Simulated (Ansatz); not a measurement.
## Molecular dynamics of C2HBO

Input:

```yaml
crystal:
  periodic: [false, false, false]
  atoms:
    - { symbol: O, position_ang: [-1.326682, -1.022373, 0.522934] }
    - { symbol: C, position_ang: [-0.22272, -0.560123, 0.588477] }
    - { symbol: B, position_ang: [1.137021, -0.180278, 0.481358] }
    - { symbol: C, position_ang: [0.473401, 0.605617, -0.412753] }
    - { symbol: H, position_ang: [-0.159589, 1.12187, -1.189119] }
basis:
  gaussian: { orbitals: def2-SVP }
hamiltonian:
  xc: pbe
  dispersion: d4
md:
  timestep: 0.25
  n_steps: 250
  ensemble: nve_milne
  temperature: 700.0
  initial_velocities: maxwell_boltzmann
  seed: 917826
  masses: [{ species: H, mass: 3.016 }]
```

Command:

```bash
$ ansatz run input.yaml --threads 1 --pin off --max-ram 2048MiB --backend cpu --events-out ev --progress --plain --runs-dir out
```

It goes on from the last frame of an earlier run, with new velocities.

Output, in part (one step line in 5, the closing report, with atoms numbered from 0):

```
md step     0: t =     0.00 fs  T =   700.0 K  F+E_penalty+E_count = -4800.61385109 eV  E_kin = 0.271446 eV  conserved = -4800.34240510 eV  (26 SCF iters)
md step     5: t =     1.25 fs  T =   601.7 K  F+E_penalty+E_count = -4800.57571466 eV  E_kin = 0.233316 eV  conserved = -4800.34239873 eV  (32 SCF iters)
md step    10: t =     2.50 fs  T =   571.5 K  F+E_penalty+E_count = -4800.56399893 eV  E_kin = 0.221600 eV  conserved = -4800.34239878 eV  (32 SCF iters)
md step    15: t =     3.75 fs  T =   590.4 K  F+E_penalty+E_count = -4800.57135077 eV  E_kin = 0.228952 eV  conserved = -4800.34239871 eV  (32 SCF iters)
md step    20: t =     5.00 fs  T =   604.5 K  F+E_penalty+E_count = -4800.57682059 eV  E_kin = 0.234422 eV  conserved = -4800.34239883 eV  (32 SCF iters)
md step    25: t =     6.25 fs  T =   577.5 K  F+E_penalty+E_count = -4800.56635251 eV  E_kin = 0.223954 eV  conserved = -4800.34239890 eV  (31 SCF iters)
md step    30: t =     7.50 fs  T =   533.4 K  F+E_penalty+E_count = -4800.54922246 eV  E_kin = 0.206824 eV  conserved = -4800.34239884 eV  (30 SCF iters)
md step    35: t =     8.75 fs  T =   536.1 K  F+E_penalty+E_count = -4800.55028869 eV  E_kin = 0.207889 eV  conserved = -4800.34239926 eV  (31 SCF iters)
md step    40: t =    10.00 fs  T =   616.2 K  F+E_penalty+E_count = -4800.58136784 eV  E_kin = 0.238969 eV  conserved = -4800.34239921 eV  (30 SCF iters)
md step    45: t =    11.25 fs  T =   726.7 K  F+E_penalty+E_count = -4800.62420611 eV  E_kin = 0.281807 eV  conserved = -4800.34239912 eV  (31 SCF iters)
md step    50: t =    12.50 fs  T =   784.5 K  F+E_penalty+E_count = -4800.64663166 eV  E_kin = 0.304233 eV  conserved = -4800.34239914 eV  (31 SCF iters)
md step    55: t =    13.75 fs  T =   747.5 K  F+E_penalty+E_count = -4800.63224956 eV  E_kin = 0.289850 eV  conserved = -4800.34239919 eV  (31 SCF iters)
md step    60: t =    15.00 fs  T =   645.5 K  F+E_penalty+E_count = -4800.59270741 eV  E_kin = 0.250308 eV  conserved = -4800.34239929 eV  (30 SCF iters)
md step    65: t =    16.25 fs  T =   551.3 K  F+E_penalty+E_count = -4800.55620044 eV  E_kin = 0.213801 eV  conserved = -4800.34239914 eV  (31 SCF iters)
md step    70: t =    17.50 fs  T =   525.7 K  F+E_penalty+E_count = -4800.54624600 eV  E_kin = 0.203847 eV  conserved = -4800.34239913 eV  (31 SCF iters)
md step    75: t =    18.75 fs  T =   578.6 K  F+E_penalty+E_count = -4800.56676389 eV  E_kin = 0.224365 eV  conserved = -4800.34239877 eV  (30 SCF iters)
md step    80: t =    20.00 fs  T =   669.8 K  F+E_penalty+E_count = -4800.60211538 eV  E_kin = 0.259716 eV  conserved = -4800.34239911 eV  (31 SCF iters)
md step    85: t =    21.25 fs  T =   742.4 K  F+E_penalty+E_count = -4800.63028188 eV  E_kin = 0.287883 eV  conserved = -4800.34239898 eV  (30 SCF iters)
md step    90: t =    22.50 fs  T =   764.4 K  F+E_penalty+E_count = -4800.63882961 eV  E_kin = 0.296431 eV  conserved = -4800.34239874 eV  (31 SCF iters)
md step    95: t =    23.75 fs  T =   747.5 K  F+E_penalty+E_count = -4800.63224586 eV  E_kin = 0.289847 eV  conserved = -4800.34239897 eV  (30 SCF iters)
md step   100: t =    25.00 fs  T =   732.1 K  F+E_penalty+E_count = -4800.62627410 eV  E_kin = 0.283875 eV  conserved = -4800.34239898 eV  (31 SCF iters)
md step   105: t =    26.25 fs  T =   751.8 K  F+E_penalty+E_count = -4800.63391997 eV  E_kin = 0.291521 eV  conserved = -4800.34239918 eV  (31 SCF iters)
md step   110: t =    27.50 fs  T =   801.3 K  F+E_penalty+E_count = -4800.65312932 eV  E_kin = 0.310730 eV  conserved = -4800.34239894 eV  (28 SCF iters)
md step   115: t =    28.75 fs  T =   836.3 K  F+E_penalty+E_count = -4800.66668282 eV  E_kin = 0.324284 eV  conserved = -4800.34239903 eV  (31 SCF iters)
md step   120: t =    30.00 fs  T =   810.6 K  F+E_penalty+E_count = -4800.65671665 eV  E_kin = 0.314317 eV  conserved = -4800.34239938 eV  (31 SCF iters)
md step   125: t =    31.25 fs  T =   720.8 K  F+E_penalty+E_count = -4800.62192754 eV  E_kin = 0.279528 eV  conserved = -4800.34239905 eV  (31 SCF iters)
md step   130: t =    32.50 fs  T =   617.5 K  F+E_penalty+E_count = -4800.58183823 eV  E_kin = 0.239439 eV  conserved = -4800.34239916 eV  (31 SCF iters)
md step   135: t =    33.75 fs  T =   569.8 K  F+E_penalty+E_count = -4800.56336485 eV  E_kin = 0.220966 eV  conserved = -4800.34239928 eV  (31 SCF iters)
md step   140: t =    35.00 fs  T =   608.5 K  F+E_penalty+E_count = -4800.57835018 eV  E_kin = 0.235951 eV  conserved = -4800.34239920 eV  (30 SCF iters)
md step   145: t =    36.25 fs  T =   690.0 K  F+E_penalty+E_count = -4800.60996813 eV  E_kin = 0.267569 eV  conserved = -4800.34239910 eV  (30 SCF iters)
md step   150: t =    37.50 fs  T =   727.3 K  F+E_penalty+E_count = -4800.62444916 eV  E_kin = 0.282050 eV  conserved = -4800.34239869 eV  (30 SCF iters)
md step   155: t =    38.75 fs  T =   676.3 K  F+E_penalty+E_count = -4800.60463924 eV  E_kin = 0.262240 eV  conserved = -4800.34239935 eV  (30 SCF iters)
md step   160: t =    40.00 fs  T =   596.1 K  F+E_penalty+E_count = -4800.57354980 eV  E_kin = 0.231150 eV  conserved = -4800.34239978 eV  (30 SCF iters)
md step   165: t =    41.25 fs  T =   597.1 K  F+E_penalty+E_count = -4800.57396201 eV  E_kin = 0.231562 eV  conserved = -4800.34239955 eV  (29 SCF iters)
md step   170: t =    42.50 fs  T =   714.8 K  F+E_penalty+E_count = -4800.61958873 eV  E_kin = 0.277189 eV  conserved = -4800.34239942 eV  (30 SCF iters)
md step   175: t =    43.75 fs  T =   869.2 K  F+E_penalty+E_count = -4800.67946681 eV  E_kin = 0.337068 eV  conserved = -4800.34239907 eV  (30 SCF iters)
md step   180: t =    45.00 fs  T =   959.1 K  F+E_penalty+E_count = -4800.71431121 eV  E_kin = 0.371912 eV  conserved = -4800.34239913 eV  (29 SCF iters)
md step   185: t =    46.25 fs  T =   956.9 K  F+E_penalty+E_count = -4800.71346522 eV  E_kin = 0.371066 eV  conserved = -4800.34239913 eV  (30 SCF iters)
md step   190: t =    47.50 fs  T =   909.7 K  F+E_penalty+E_count = -4800.69516847 eV  E_kin = 0.352769 eV  conserved = -4800.34239908 eV  (30 SCF iters)
md step   195: t =    48.75 fs  T =   882.5 K  F+E_penalty+E_count = -4800.68463265 eV  E_kin = 0.342234 eV  conserved = -4800.34239901 eV  (30 SCF iters)
md step   200: t =    50.00 fs  T =   910.3 K  F+E_penalty+E_count = -4800.69539122 eV  E_kin = 0.352992 eV  conserved = -4800.34239905 eV  (30 SCF iters)
md step   205: t =    51.25 fs  T =   981.8 K  F+E_penalty+E_count = -4800.72310562 eV  E_kin = 0.380707 eV  conserved = -4800.34239907 eV  (30 SCF iters)
md step   210: t =    52.50 fs  T =  1052.3 K  F+E_penalty+E_count = -4800.75044644 eV  E_kin = 0.408048 eV  conserved = -4800.34239880 eV  (30 SCF iters)
md step   215: t =    53.75 fs  T =  1077.0 K  F+E_penalty+E_count = -4800.76005150 eV  E_kin = 0.417653 eV  conserved = -4800.34239885 eV  (30 SCF iters)
md step   220: t =    55.00 fs  T =  1052.1 K  F+E_penalty+E_count = -4800.75038893 eV  E_kin = 0.407990 eV  conserved = -4800.34239893 eV  (29 SCF iters)
md step   225: t =    56.25 fs  T =  1031.7 K  F+E_penalty+E_count = -4800.74247407 eV  E_kin = 0.400075 eV  conserved = -4800.34239883 eV  (30 SCF iters)
md step   230: t =    57.50 fs  T =  1087.6 K  F+E_penalty+E_count = -4800.76414050 eV  E_kin = 0.421741 eV  conserved = -4800.34239903 eV  (29 SCF iters)
md step   235: t =    58.75 fs  T =  1231.0 K  F+E_penalty+E_count = -4800.81976882 eV  E_kin = 0.477370 eV  conserved = -4800.34239883 eV  (30 SCF iters)
md step   240: t =    60.00 fs  T =  1386.2 K  F+E_penalty+E_count = -4800.87992628 eV  E_kin = 0.537527 eV  conserved = -4800.34239912 eV  (29 SCF iters)
md step   245: t =    61.25 fs  T =  1458.1 K  F+E_penalty+E_count = -4800.90781553 eV  E_kin = 0.565417 eV  conserved = -4800.34239891 eV  (30 SCF iters)
md step   250: t =    62.50 fs  T =  1419.5 K  F+E_penalty+E_count = -4800.89284793 eV  E_kin = 0.550449 eV  conserved = -4800.34239889 eV  (28 SCF iters)
Total energy: -4800.89287263 eV, -176.4295589072 hartree
Atom 0 at    -1.431916    -1.278641     0.761655 Å, force     1.589341     0.732599     0.470271 eV/Å
Atom 1 at    -0.376365    -0.750416     0.698114 Å, force    -1.583101    -0.995651    -0.657638 eV/Å
Atom 2 at     0.824674    -0.067503     0.294984 Å, force    -0.095994    -0.405789     0.758200 eV/Å
Atom 3 at     0.846127     0.895798    -0.624437 Å, force    -0.408960     1.050126    -0.933806 eV/Å
Atom 4 at     0.645692     1.679293    -1.381063 Å, force     0.498714    -0.381285     0.362973 eV/Å
Dipole moment:    -0.034975     0.096415    -0.057444 e Å
```

All steps were run. The conserved energy stayed within 0.0022 meV per atom of its start (net change 0.0012 meV per atom), so the integration is sound. A run of 0.062 ps of so small a system gives no equilibrium averages. The orbitals stay closed-shell, which can raise the energy where a bond breaks towards radicals; this wasn't checked here.

Parted: C2–C4 1.69 → 2.44 Å. Pairs count as bonded within 1.25 times the sum of covalent radii (0.12 Å more for H–H).

Last frame:

```xyz
5
Properties=species:S:1:pos:R:3
O -1.432 -1.279 0.762
C -0.376 -0.750 0.698
B 0.825 -0.068 0.295
C 0.846 0.896 -0.624
H 0.646 1.679 -1.381
```

The run took 2.7 min on 1 CPU thread of a shared host.
